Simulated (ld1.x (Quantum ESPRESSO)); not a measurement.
How hard is this Nb (Z = 41) ultrasoft potential?

```json
{
 "Element": "niobium",
 "Generator": "ld1.x (Quantum ESPRESSO) 7.5",
 "Type": "ultrasoft",
 "Functional": "PBE",
 "Relativity": "scalar-relativistic",
 "Frozen core": "[Ar] 3d10 4s2",
 "Valence charge": "11",
 "Reference configuration": "4p6 4d4 5s1 5p0",
 "Partial waves": "5s (bound): rcut 2.75, rcutus 3.55 bohr; 5s channel at 3 Ry: rcut 2.75, rcutus 3.55 bohr; 4p (bound): rcut 1.75, rcutus 2.35 bohr; 5p (bound, empty): rcut 1.75, rcutus 2.35 bohr; 4d (bound): rcut 1.75, rcutus 1.90 bohr; 4d channel at 0.8 Ry: rcut 1.75, rcutus 1.90 bohr",
 "Local potential": "all-electron potential smoothed inside 3.15 bohr (lloc = -1)",
 "Core correction": "none",
 "Augmentation charge": "PSQ, inside the norm-conserving radii"
}
```

The pseudo-atom Hamiltonian at the reference potential is diagonalised in spherical Bessel functions j_l(qr) that vanish at 20 bohr, with q² up to the cutoff. All-electron valence levels (Ry): 5s -0.2927, 4p -2.5372, 5p -0.0816, 4d -0.2235.

Problem. How do the lowest levels (Ry) of each channel move with the cutoff, and are there ghosts?

Solution.

| cutoff (Ry) | s #1 | s #2 | p #1 | p #2 | d #1 | d #2 | f #1 | Σ f·Δε (mRy) |
| --- | --- | --- | --- | --- | --- | --- | --- | --- |
| 8 | -0.2927 | 0.0040 | -2.4965 | -0.0518 | -0.0140 | 0.0683 | 0.1018 | 1082.3 |
| 12 | -0.2927 | 0.0040 | -2.5332 | -0.0579 | -0.1058 | 0.0561 | 0.1018 | 495.0 |
| 15 | -0.2927 | 0.0040 | -2.5367 | -0.0648 | -0.1525 | 0.0537 | 0.1018 | 287.0 |
| 21 | -0.2927 | 0.0040 | -2.5369 | -0.0785 | -0.2140 | 0.0516 | 0.1018 | 39.5 |
| 25 | -0.2927 | 0.0040 | -2.5372 | -0.0812 | -0.2206 | 0.0514 | 0.1018 | 12.0 |
| 35 | -0.2927 | 0.0040 | -2.5372 | -0.0815 | -0.2232 | 0.0513 | 0.1018 | 1.2 |
| 40 | -0.2927 | 0.0040 | -2.5372 | -0.0815 | -0.2233 | 0.0513 | 0.1018 | 0.9 |
| 50 | -0.2927 | 0.0040 | -2.5372 | -0.0816 | -0.2234 | 0.0513 | 0.1018 | 0.2 |
| 400 | -0.2927 | 0.0040 | -2.5372 | -0.0816 | -0.2235 | 0.0513 | 0.1018 | 0.0 |

Result: no extra level below or beside the all-electron valence levels (s, p, d, f tested); 10 mRy is reached at 30 Ry and 1 mRy at 40 Ry.

Test run stopped at test 4 of 7 (negative rho), 1 before it not solved.
